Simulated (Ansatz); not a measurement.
Frontier orbitals of CH8AlNSi, SMILES `[CH3][Al]([NH2])[SiH3]`.

| atom | x (Å) | y (Å) | z (Å) |
| --- | --- | --- | --- |
| C1 | -1.779 | 0.021 | 0.984 |
| Al2 | -0.078 | 0.315 | 0.074 |
| N3 | 0.541 | 1.964 | -0.112 |
| Si4 | 1.316 | -1.475 | -0.865 |
| H5 | -1.650 | -0.618 | 1.863 |
| H6 | -2.240 | 0.955 | 1.316 |
| H7 | -2.493 | -0.489 | 0.330 |
| H8 | 1.409 | 2.199 | -0.567 |
| H9 | 0.084 | 2.800 | 0.215 |
| H10 | 0.597 | -2.245 | -1.923 |
| H11 | 1.723 | -2.469 | 0.172 |
| H12 | 2.572 | -0.958 | -1.486 |

The species carries charge 0 and has multiplicity 1. Geometry: relaxed with PBE0-D4/def2-TZVP. It is one conformer, not always the lowest. Basis def2-TZVPP, the Gaussian-basis code of Ansatz.

Orbital energies of one run (eV). Highest occupied ones, from the top: -9.51, -10.00, -11.34, -11.91, -11.94, -13.54, -13.58, -14.59, -15.88, -17.61, -21.91, -25.90, -75.14, -75.18. Empty: 1.16, 2.03, 2.25, 3.32, 3.66, 3.80.

(1) Which functional gave them?
A. ωB97X-V
B. BLYP
C. B97M-V
D. r2SCANh

Answers

(1) A. HOMO energies: ωB97X-V -9.51, B97M-V -6.44, r2SCANh -6.79, BLYP -6.00 eV.
